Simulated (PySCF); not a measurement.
Ga, quartet; B3LYP/3-21G (PySCF).

The PySCF input:
```python
from pyscf import gto, scf, dft

mol = gto.M(
    atom='''
Ga    0.00000000    0.00000000    0.00000000
''',
    basis='3-21g',
    spin=3,
    verbose=4,
)

mf = dft.UKS(mol)
mf.xc = 'b3lyp'
mf.kernel()
mf.analyze()
```

### Question
Predict the main parts of the log of this PySCF run.

### Answer

```
PySCF version 2.14.0

[INPUT] verbose = 4
[INPUT] num. atoms = 1
[INPUT] num. electrons = 31
[INPUT] charge = 0
[INPUT] spin (= nelec alpha-beta = 2S) = 3
[INPUT] symmetry False subgroup None
[INPUT] Mole.unit = angstrom
[INPUT] Symbol           X                Y                Z      unit          X                Y                Z       unit  Magmom
[INPUT]  1 Ga     0.000000000000   0.000000000000   0.000000000000 AA    0.000000000000   0.000000000000   0.000000000000 Bohr   0.0

nuclear repulsion = 0
number of shells = 10
number of NR pGTOs = 54
number of NR cGTOs = 22
basis = 3-21g
ecp = {}

******** <class 'pyscf.dft.uks.UKS'> ********
method = UKS
initial guess = minao
damping factor = 0
level_shift factor = 0
DIIS = <class 'pyscf.scf.diis.CDIIS'>
diis_start_cycle = 1
diis_space = 8
diis_damp = 0
SCF conv_tol = 1e-09
SCF conv_tol_grad = None
SCF max_cycles = 50
direct_scf = True
direct_scf_tol = 1e-13
number electrons alpha = 17  beta = 14
XC library pyscf.dft.libxc version 7.1.2
    S. Lehtola, C. Steigemann, M. J. T. Oliveira, and M. A. L. Marques,  SoftwareX 7, 1–5 (2018)
XC functionals = b3lyp
    P. J. Stephens, F. J. Devlin, C. F. Chabalowski, and M. J. Frisch,  J. Phys. Chem. 98, 11623 (1994)
radial grids:
    Treutler-Ahlrichs [JCP 102, 346 (1995); DOI:10.1063/1.469408] (M4) radial grids

becke partition: Becke, JCP 88, 2547 (1988); DOI:10.1063/1.454033
pruning grids: <function nwchem_prune>
grids dens level: 3
symmetrized grids: False
atomic radii adjust function: <function treutler_atomic_radii_adjust>
small_rho_cutoff = 0
Set gradient conv threshold to 3.16228e-05
tot grids = 20904
init E= -1913.68033884887

cycle= 1 E= -1915.18848808807  delta_E= -1.51  |g|= 0.0446  |ddm|= 1.15

cycle= 2 E= -1915.19241832295  delta_E= -0.00393  |g|= 0.00715  |ddm|= 0.233

cycle= 3 E= -1915.19249935425  delta_E= -8.1e-05  |g|= 0.000856  |ddm|= 0.0343

cycle= 4 E= -1915.19250050854  delta_E= -1.15e-06  |g|= 0.000115  |ddm|= 0.00325

cycle= 5 E= -1915.19250054291  delta_E= -3.44e-08  |g|= 9.68e-06  |ddm|= 0.00054

cycle= 6 E= -1915.19250054316  delta_E= -2.41e-10  |g|= 1.62e-07  |ddm|= 4.26e-05

Extra cycle  E= -1915.19250054316  delta_E= 2.27e-13  |g|= 3.45e-08  |ddm|= 7.25e-07
converged SCF energy = -1915.19250054316  <S^2> = 3.750005  2S+1 = 4.0000025
**** SCF Summaries ****
Total Energy =                       -1915.192500543155575
Nuclear Repulsion Energy =               0.000000000000000
One-electron Energy =                -2674.372914725947339
Two-electron Energy =                  759.180414182791765
Two-electron Coulomb Energy =          834.319107599579979
DFT Exchange-Correlation Energy =      -75.138693416788186
**** MO energy ****
                             alpha | beta                alpha | beta
MO #1   energy= -370.071359257524  | -370.067703133756  occ= 1 | 1
MO #2   energy= -45.634524830705   | -45.6312455612239  occ= 1 | 1
MO #3   energy= -40.2953966426507  | -40.293208942736   occ= 1 | 1
MO #4   energy= -40.2940035651421  | -40.2899996431062  occ= 1 | 1
MO #5   energy= -40.294003564833   | -40.2899996422482  occ= 1 | 1
MO #6   energy= -5.40947783924809  | -5.40087294969271  occ= 1 | 1
MO #7   energy= -3.67870967847445  | -3.67318033353216  occ= 1 | 1
MO #8   energy= -3.67068113534492  | -3.66219028001734  occ= 1 | 1
MO #9   energy= -3.67068113383454  | -3.66219027761421  occ= 1 | 1
MO #10  energy= -0.694720149069613 | -0.687974125490422 occ= 1 | 1
MO #11  energy= -0.692285455672537 | -0.684981718635216 occ= 1 | 1
MO #12  energy= -0.692285454270235 | -0.684981716740677 occ= 1 | 1
MO #13  energy= -0.68487883576195  | -0.676017063548874 occ= 1 | 1
MO #14  energy= -0.684878835761929 | -0.676017063548864 occ= 1 | 1
MO #15  energy= -0.397723734685066 | -0.251782167741681 occ= 1 | 0
MO #16  energy= -0.158137463988702 | -0.050199859005191 occ= 1 | 0
MO #17  energy= -0.158137447061601 | -0.0215099114075348 occ= 1 | 0
MO #18  energy= -0.103952661137633 | -0.0215099089601852 occ= 0 | 0
MO #19  energy= 0.110024880466886  | 0.157062013866483  occ= 0 | 0
MO #20  energy= 0.171357671957226  | 0.200399026997265  occ= 0 | 0
MO #21  energy= 0.171357742171132  | 0.221382655750312  occ= 0 | 0
MO #22  energy= 0.176019024109914  | 0.221382657108952  occ= 0 | 0

To work with the spin densities directly, `use mulliken_meta_spin()` only printing them here.

 ** Mulliken spin pop alpha/beta on meta-lowdin orthogonal AOs **
 ** Mulliken Spin Density (per AO)  **
spin_pop of  0 Ga 1s        0.00001
spin_pop of  0 Ga 2s        0.00013
spin_pop of  0 Ga 3s        0.00580
spin_pop of  0 Ga 4s        0.99375
spin_pop of  0 Ga 5s        0.00013
spin_pop of  0 Ga 2px       0.00000
spin_pop of  0 Ga 2py       0.00000
spin_pop of  0 Ga 2pz       0.00000
spin_pop of  0 Ga 3px       0.00003
spin_pop of  0 Ga 3py       0.00005
spin_pop of  0 Ga 3pz       0.00008
spin_pop of  0 Ga 4px       0.48715
spin_pop of  0 Ga 4py       0.64433
spin_pop of  0 Ga 4pz       0.86496
spin_pop of  0 Ga 5px       0.00083
spin_pop of  0 Ga 5py       0.00110
spin_pop of  0 Ga 5pz       0.00147
spin_pop of  0 Ga 3dxy      0.00009
spin_pop of  0 Ga 3dyz      0.00002
spin_pop of  0 Ga 3dz^2     0.00002
spin_pop of  0 Ga 3dxz      0.00003
spin_pop of  0 Ga 3dx2-y2    0.00000
 ** Mulliken Spin Density (per atom)  **
spin density of  0 Ga =      3.00000
 ** Mulliken pop alpha/beta on meta-lowdin orthogonal AOs **
 ** Mulliken pop       alpha | beta **
pop of  0 Ga 1s        1.00000 | 0.99999
pop of  0 Ga 2s        0.99998 | 0.99985
pop of  0 Ga 3s        0.99967 | 0.99387
pop of  0 Ga 4s        0.99982 | 0.00607
pop of  0 Ga 5s        0.00052 | 0.00039
pop of  0 Ga 2px       1.00000 | 1.00000
pop of  0 Ga 2py       1.00000 | 1.00000
pop of  0 Ga 2pz       1.00000 | 1.00000
pop of  0 Ga 3px       0.99986 | 0.99983
pop of  0 Ga 3py       0.99988 | 0.99983
pop of  0 Ga 3pz       0.99991 | 0.99984
pop of  0 Ga 4px       0.48727 | 0.00012
pop of  0 Ga 4py       0.64445 | 0.00012
pop of  0 Ga 4pz       0.86508 | 0.00011
pop of  0 Ga 5px       0.00089 | 0.00006
pop of  0 Ga 5py       0.00115 | 0.00005
pop of  0 Ga 5pz       0.00152 | 0.00005
pop of  0 Ga 3dxy      1.00000 | 0.99991
pop of  0 Ga 3dyz      1.00000 | 0.99998
pop of  0 Ga 3dz^2     1.00000 | 0.99998
pop of  0 Ga 3dxz      1.00000 | 0.99996
pop of  0 Ga 3dx2-y2    1.00000 | 1.00000
In total            17.00000 | 14.00000
 ** Mulliken atomic charges   ( Nelec_alpha | Nelec_beta ) **
charge of  0Ga =      0.00000  (    17.00000     14.00000 )
Dipole moment(X, Y, Z, Debye):  0.00000, -0.00000,  0.00000
```
